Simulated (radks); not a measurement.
Problem. Ionisation of the lead ion Pb3+, [Xe] 4f14 5d10 6s1, to [Xe] 4f14 5d10 as the strength of local exchange is varied. All-electron calculation, scalar-relativistic Kohn-Sham, Slater X-alpha exchange (alpha = 2/3 is LDA exchange), no correlation, spin-unpolarised, spherical densities, finite nucleus; Fermi nuclear charge, rms radius 5.5012 fm. Program: a radial shooting solver on a logarithmic mesh with Libxc functionals.

| alpha | E(Pb3+) (hartree) | exchange (hartree) | IE (eV) | -e of the level emptied (eV) | <r> of it (bohr) |
|---|---|---|---|---|---|
| 0.667 | -20854.6128 | -365.9768 | 41.814 | 36.605 (6s) | 2.100 |
| 0.778 | -20915.9819 | -428.1640 | 43.316 | 38.091 (6s) | 2.065 |
| 0.962 | -21018.1167 | -532.0530 | 45.850 | 40.607 (6s) | 2.011 |
| 0.977 | -21026.4652 | -540.5664 | 46.059 | 40.815 (6s) | 2.007 |
| ? | -21043.1723 | -557.6131 | 46.478 | 41.233 (6s) | 1.998 |

Which alpha was used in the last row?

Solution. alpha = 1.007. NIST Atomic Spectra Database: 42.333 eV (measured). The Delta-SCF value meets it near alpha = 0.71. Spin polarisation and multiplet splitting are left out, so open shells lie too high by an amount that depends on their filling.

Beside tabulated values, note that spin-unpolarised runs miss the spin-polarisation part of the exchange energy of open shells, and scalar-relativistic runs lack spin-orbit coupling.
